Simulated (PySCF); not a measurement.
C₅H₇F, SMILES F/C=C\C1CC1.

Coordinates come from a B3LYP-D3(BJ)/def2-SVP optimisation. The structure was generated by enumeration; whether it is a known compound was not checked. Other conformers were not sampled.

These are PBE/def2-TZVP (PySCF) values and carry that method's errors.

Isolated molecule, no solvent.

**Question.** Estimate the frontier levels, gap, dipole moment and polarisability. (An estimate is asked for; the answer gives what the named calculation found.)

**Answer.** 
* **highest occupied level**: -5.61 eV
* **lowest empty level**: -0.51 eV
* **orbital gap**: 5.10 eV
* **dipole moment**: 1.30 D
* **quadrupole, principal values (traceless, Buckingham form, about the centre of nuclear charge)**: -3.71, -2.47, 6.19 D·Å
* **mean static polarisability**: 62.1 bohr³ (9.20 Å³)
* **polarisability, principal values**: 50.0, 53.5, 82.8 bohr³
